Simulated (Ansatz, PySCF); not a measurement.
B(Cl)(vinyl)(OMe) (C3H6BClO), SMILES C=CB(Cl)OC. Atoms are numbered in the order given.

```xyz
12

B     -0.1862    -0.0637     0.2277
Cl    -0.9018     0.1294     1.8442
C      0.7997    -1.2646     0.0145
C      1.9119    -1.2202    -0.7320
H      0.6124    -2.1754     0.5975
H      2.6108    -2.0633    -0.7807
H      2.1949    -0.3330    -1.3094
O     -0.5621     0.8507    -0.6835
C     -0.2109     0.8513    -2.0527
H     -0.0349    -0.1677    -2.4310
H     -1.0378     1.3099    -2.6142
H      0.6963     1.4564    -2.2126
```

Geometry optimised at ωB97X-D3(BJ)/def2-SVP. One conformer was computed; it need not be the lowest.

Two levels are set side by side: PBE-D3(BJ)/def2-SVP (Ansatz, an electronic-structure program) and ωB97X-D3(BJ)/def2-SVP (PySCF). Each level has its own optimised geometry; the coordinates shown are those of the second. Frequencies come from the Hessian of PySCF at each geometry. Differences are taken from unrounded values.

```csv
quantity,ωB97X-D3(BJ),PBE-D3(BJ),PBE-D3(BJ) minus ωB97X-D3(BJ)
mean bond length (Å),1.276,1.283,0.007
bond B1–Cl2 (Å),1.778,1.787,0.008
bond B1–C3 (Å),1.568,1.564,-0.004
bond B1–O8 (Å),1.345,1.354,0.009
bond C3–C4 (Å),1.340,1.352,0.012
bond O8–C9 (Å),1.413,1.418,0.005
bond C3–H5 (Å),1.098,1.106,0.008
bond C4–H6 (Å),1.096,1.103,0.007
bond C4–H7 (Å),1.096,1.103,0.007
bond C9–H10 (Å),1.101,1.110,0.009
bond C9–H11 (Å),1.100,1.108,0.008
bond C9–H12 (Å),1.102,1.111,0.009
highest harmonic wavenumber (cm⁻¹),3252,3150,-102
mean harmonic wavenumber (cm⁻¹),1347,1294,-53
zero-point energy (kcal/mol),57.79,55.50,-2.29
```

Exact exchange shortens and stiffens bonds; PBE has none. Differences between two approximate levels are no errors against the true value.
